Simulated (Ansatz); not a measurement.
Molecular dynamics of H$_{4}$C

The input (input.yaml):

```yaml
crystal:
  lattice:
    - [7.683475, 0.0, 0.0]
    - [0.0, 7.683475, 0.0]
    - [0.0, 0.0, 7.683475]
  atoms:
    - { symbol: C, position: [-0.0443585, 0.6798899, 0.67801418] }
    - { symbol: H, position: [0.03289023, 0.8008184, 0.69125975] }
    - { symbol: H, position: [0.0379924, 0.56500214, 0.65400515] }
    - { symbol: H, position: [-0.13411739, 0.71990061, 0.57693399] }
    - { symbol: H, position: [-0.11228396, 0.64671743, 0.7924407] }
    - { symbol: C, position: [1.03135115, 0.54000632, 0.2339796] }
    - { symbol: H, position: [1.02101528, 0.53982305, 0.08850986] }
    - { symbol: H, position: [1.17430427, 0.49386318, 0.25326861] }
    - { symbol: H, position: [0.94504979, 0.45130695, 0.30054299] }
    - { symbol: H, position: [1.0197502, 0.66882784, 0.27798328] }
    - { symbol: C, position: [0.2322624, 0.87255643, 0.05126743] }
    - { symbol: H, position: [0.13337226, 0.78891388, 0.10947245] }
    - { symbol: H, position: [0.18104645, 1.00448307, 0.07282437] }
    - { symbol: H, position: [0.25240011, 0.82719883, -0.08540765] }
    - { symbol: H, position: [0.35045151, 0.85645249, 0.12745662] }
    - { symbol: C, position: [0.51598279, 0.19450198, 0.24452257] }
    - { symbol: H, position: [0.65141413, 0.25371295, 0.22039728] }
    - { symbol: H, position: [0.53388617, 0.09481104, 0.35344189] }
    - { symbol: H, position: [0.46889697, 0.11993376, 0.13945629] }
    - { symbol: H, position: [0.40982555, 0.28626113, 0.28669054] }
    - { symbol: C, position: [0.07030911, 0.04629794, 0.40660183] }
    - { symbol: H, position: [0.05089156, 0.17182827, 0.34461205] }
    - { symbol: H, position: [0.0839291, 0.09906327, 0.55042821] }
    - { symbol: H, position: [0.19501218, -0.02283481, 0.36631286] }
    - { symbol: H, position: [-0.05957404, -0.02082341, 0.39734388] }
    - { symbol: C, position: [0.27721118, 0.32784398, 0.80674671] }
    - { symbol: H, position: [0.32053135, 0.41729095, 0.90659439] }
    - { symbol: H, position: [0.19148416, 0.23114599, 0.86991204] }
    - { symbol: H, position: [0.36649902, 0.22265244, 0.75548951] }
    - { symbol: H, position: [0.21933823, 0.40951703, 0.70056651] }
    - { symbol: C, position: [0.59410156, 0.62727462, 0.14666497] }
    - { symbol: H, position: [0.47318684, 0.70694179, 0.17790971] }
    - { symbol: H, position: [0.67340322, 0.57386823, 0.25062863] }
    - { symbol: H, position: [0.68197554, 0.71963445, 0.07771583] }
    - { symbol: H, position: [0.54143175, 0.52804568, 0.06423979] }
    - { symbol: C, position: [0.56167065, 0.90381628, 0.67718959] }
    - { symbol: H, position: [0.53775008, 0.79359968, 0.58609819] }
    - { symbol: H, position: [0.52258868, 0.87671612, 0.79959547] }
    - { symbol: H, position: [0.47235854, 1.01227337, 0.64051892] }
    - { symbol: H, position: [0.70519722, 0.93508313, 0.68916812] }
basis:
  ecutwfc: 420.0
kpoints:
  mp_grid: { grid: [1, 1, 1] }
hamiltonian:
  xc: pbe
  dispersion: d3bj
scf:
  occupations: { method: fermi_dirac, width: 0.05 }
  lower_state_search: "off"
md:
  timestep: 0.75
  n_steps: 400
  ensemble: nvt_langevin
  temperature: 500.0
  initial_velocities: maxwell_boltzmann
  seed: 676563
  friction: 0.01
```

Command:

```bash
$ ansatz run input.yaml --threads 1 --pin off --max-ram 3072MiB --backend cpu --events-out ev --progress --plain --runs-dir out
```

It goes on from the last frame of an earlier run, with new velocities.

Output, in part (step lines):

```
md step     0: t =     0.00 fs  T =   487.5 K  F+E_penalty+E_count = -2524.61683931 eV  E_kin = 2.520570 eV  (8 SCF iters)
[... lines left out ...]
```

The steps, from the saved trajectory:

| time (fs) | T (K) | potential energy less start (eV) |
| --- | --- | --- |
| 0.0 | 488 | 0.000 |
| 9.8 | 506 | -0.158 |
| 19.5 | 521 | -0.144 |
| 29.2 | 469 | 0.210 |
| 39.0 | 489 | 0.153 |
| 48.8 | 541 | -0.127 |
| 58.5 | 567 | -0.044 |
| 68.2 | 473 | 0.319 |
| 78.0 | 483 | 0.436 |
| 87.8 | 569 | -0.170 |
| 97.5 | 574 | -0.305 |
| 107.2 | 536 | -0.419 |
| 117.0 | 536 | -0.280 |
| 126.8 | 546 | -0.108 |
| 136.5 | 543 | -0.337 |
| 146.2 | 597 | -0.503 |
| 156.0 | 518 | 0.152 |
| 165.8 | 527 | -0.023 |
| 175.5 | 586 | -0.638 |
| 185.2 | 558 | -0.637 |
| 195.0 | 496 | -0.277 |
| 204.8 | 473 | 0.174 |
| 214.5 | 490 | 0.217 |
| 224.2 | 549 | 0.177 |
| 234.0 | 549 | 0.124 |
| 243.8 | 486 | 0.369 |
| 253.5 | 512 | -0.003 |
| 263.2 | 588 | -0.333 |
| 273.0 | 506 | -0.160 |
| 282.8 | 443 | 0.058 |
| 292.5 | 409 | 0.142 |

The run went to its last step. A run of 0.3 ps of so small a system gives no equilibrium averages. Limits of this set-up: coarse k mesh.

Mean squared displacements from the first frame to the last, about the centre of mass: C 1.57 Å², H 4.00 Å².

Last frame:

```xyz
40
Lattice="7.6835 0.0000 0.0000 0.0000 7.6835 0.0000 0.0000 0.0000 7.6835" Properties=species:S:1:pos:R:3
C -0.864 3.584 5.788
H -1.116 4.598 5.954
H 0.216 3.442 5.914
H -0.934 3.341 4.711
H -1.513 2.911 6.349
C 8.550 3.875 1.732
H 7.638 4.431 1.575
H 9.287 4.583 2.113
H 8.658 3.585 0.714
H 8.463 3.145 2.498
C 0.405 8.005 0.528
H -0.405 7.459 0.901
H 1.043 7.416 -0.154
H 0.875 8.266 1.467
H 0.095 8.809 -0.027
C 3.697 1.575 2.001
H 3.805 2.574 1.537
H 2.678 1.144 1.932
H 4.062 1.688 3.050
H 4.466 0.909 1.618
C -0.017 0.532 4.224
H -0.687 0.956 5.033
H 1.060 0.954 4.403
H -0.205 0.940 3.171
H -0.203 -0.622 4.333
C 3.427 2.493 5.937
H 3.679 3.345 6.579
H 4.269 2.096 5.468
H 2.881 2.959 5.122
H 2.972 1.604 6.381
C 5.071 5.672 1.648
H 5.408 5.906 0.613
H 5.147 4.544 1.761
H 4.118 6.172 1.807
H 5.723 6.155 2.458
C 3.440 6.404 4.969
H 4.013 7.260 4.483
H 3.893 5.407 4.620
H 2.425 6.520 4.639
H 3.291 6.569 6.122
```

Run time: 12 min on 1 thread of Arm Neoverse V2, on a shared host, peak memory 0.42 GiB.
